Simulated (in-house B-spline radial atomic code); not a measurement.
# How G0W0 and RPA depend on the start: Ru XII (Ru11+)

Configuration [Ar] 3d10 4s2 4p3, highest spin. Computed with a B-spline radial code for spherical atoms: all electrons, non-relativistic, point nucleus, each spin shell either full or empty, empty states to l = 9 with an (l + 1/2)⁻⁴ tail; G0W0 by contour deformation at full frequency.

Without relativity these are model numbers: it shifts the levels of so heavy an element strongly and can reorder them.

| start | mean-field 4p up (eV) | G0W0 (eV) | QP weight | RPA correlation (Eh) |
| --- | --- | --- | --- | --- |
| Hartree-Fock | -247.05 | ? | ? | ? |
| PBE | -236.07 | -247.64 | 0.966 | -2.5298 |
| BHandHLYP | -241.83 | ? | ? | ? |
| r2SCAN | -237.16 | -247.72 | 0.969 | -2.5003 |
| r2SCAN0 | -239.89 | -247.78 | 0.973 | -2.4624 |

(1) What G0W0 level, weight and RPA correlation energy follow from the Hartree-Fock start?

(2) What G0W0 level, weight and RPA correlation energy follow from the BHandHLYP start?

(3) How much of the dependence on the start does G0W0 remove?

## Answers

(1) G0W0 level -247.91 eV, weight 0.980, RPA correlation -2.3592 hartree.

(2) G0W0 level -247.80 eV, weight 0.975, RPA correlation -2.4393 hartree.

(3) The mean-field levels span 11 eV and the G0W0 levels 0.269 eV. Against 245 ± 2.5 eV (NIST, tabulated theory) the G0W0 removal energies are off by +2.64 to +2.91 eV, with relativity, Breit and QED terms left out.
